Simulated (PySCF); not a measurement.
CH8O2Si2, SMILES C[Si](O)(O)[SiH3].

The structure is a stationary point at r2SCAN-D4/def2-SVP. This is a generated structure with no PubChem entry under its InChIKey; it may be hypothetical. One conformer was computed; it need not be the lowest.

Level of theory: PySCF with PBE/def2-TZVP.

Gas-phase values at a fixed geometry.

```json
{
  "total_energy": "-772.03476 hartree",
  "highest_occupied_level": "-6.31 eV",
  "lowest_empty_level": "-0.63 eV",
  "orbital_gap": "5.68 eV",
  "dipole_moment": "2.55 D",
  "quadrupole, principal values (traceless, Buckingham form, about the centre of nuclear charge)": "-3.90, 1.20, 2.70 D·Å",
  "mean_static_polarisability": "77.3 bohr³ (11.45 Å³)",
  "polarisability_principal_values": "69.4, 73.2, 89.3 bohr³"
}
```
